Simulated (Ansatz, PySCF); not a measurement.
Reaction 2 R1 → P1 + P2, each structure at its B3LYP-D3(BJ)/def2-TZVP stationary point, reached from a drawn start (curvature not checked).
P1: BF3 (SMILES FB(F)F), charge 0, multiplicity 1.
R1: BF2 (SMILES F[B]F), charge 0, multiplicity 2.
P2, BF (SMILES [B]F) (charge 0, multiplicity 1):
```xyz
2

B     -0.6324     0.0000     0.0000
F      0.6324     0.0000     0.0000
```

P less R. No zero-point or thermal terms; singlets are restricted closed shells; open shells are unrestricted.

Cores are frozen in the correlated methods.

Codes used: Ansatz (Gaussian orbitals); PySCF for the D3/D4 terms. No computed number here is a measurement.

Total energies in hartree:

| structure | PBE/def2-TZVPP | B3LYP-D3(BJ)/def2-TZVPP | CCSD(T)/cc-pVQZ |
|---|---|---|---|
| P1 | -324.385129 | -324.716190 | -324.293344 |
| R1 | -224.442956 | -224.676941 | -224.367613 |
| P2 | -124.576753 | -124.721463 | -124.538557 |

### Question
Work out the reaction energy at each level in kcal/mol (1 hartree = 627.50947 kcal/mol), and say how far PBE/def2-TZVPP lies from CCSD(T)/cc-pVQZ.

### Answer
- PBE/def2-TZVPP: (-324.385129) + (-124.576753) − 2 × (-224.442956) = -0.075970 hartree = -47.67 kcal/mol
- B3LYP-D3(BJ)/def2-TZVPP: (-324.716190) + (-124.721463) − 2 × (-224.676941) = -0.083771 hartree = -52.57 kcal/mol
- CCSD(T)/cc-pVQZ: (-324.293344) + (-124.538557) − 2 × (-224.367613) = -0.096675 hartree = -60.66 kcal/mol
PBE/def2-TZVPP less CCSD(T)/cc-pVQZ: 12.99 kcal/mol. CCSD(T)/cc-pVQZ is the level counted from, the highest shown, and no exact or measured value.

Ansatz is an electronic-structure program.
